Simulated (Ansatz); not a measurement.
Ideal-gas functions of C2H5FSn (`C[CH2][Sn][F]`) at 400 K and 1 bar, from an Ansatz frequency run at PBE0-D4/def2-TZVP.

Molar mass 166.77 g/mol, point group C1 (symmetry number 1), electronic degeneracy 1, moments of inertia 79.668, 180.552, 247.692 u Å². Harmonic wavenumbers (cm⁻¹, unscaled): 31, 147, 182, 250, 452, 569, 580, 909, 954, 1034, 1199, 1246, 1405, 1434, 1493, 1497, 3007, 3036, 3068, 3095, 3128.

Use S(trans) = R[1.5 ln M + 2.5 ln T − 1.1517]; rotational temperatures θ = 24.2544 K / I; S(rot) = R[ln(√π/σ · √(T³/θAθBθC)) + 1.5]; for each mode x = 1.438777 ν̃/T, S = R[x/(eˣ − 1) − ln(1 − e⁻ˣ)] and H = RT x/(eˣ − 1); 1 cm⁻¹ = 0.0119627 kJ/mol; R = 8.31446 J/(mol·K).

By hand: the entropy, in J/(mol·K).

Translation 178.8. Rotation: θ = 0.3044, 0.1343, 0.0979 K, giving 114.9. Vibration, mode by mode: 26.56, 13.71, 11.98, 9.47, 5.13, 3.67, 3.56, 1.40, 1.23, 0.97, 0.60, 0.52, 0.32, 0.30, 0.25, 0.24, 0.00, 0.00, 0.00, 0.00, 0.00, in all 79.9. Electronic 0.0. Sum 373.6 J/(mol·K).

By hand: H − E and G − E in kJ/mol, counted from the electronic energy.

Zero-point energy ½ × 28716 × 0.0119627 = 171.8; thermal vibration 15.3; translation, rotation and pV give 4 RT = 13.3. H − E = 200.4 kJ/mol, and G − E = 200.4 − 400 × 373.6/1000 = 51.0 kJ/mol.

Vibration gives 21 % of the entropy, 40.3 J/(mol·K) of it from the modes under 150 cm⁻¹: soft modes count most, and the harmonic formula is weakest for them. The sum counts one conformer and one mirror image; others add a mixing term.
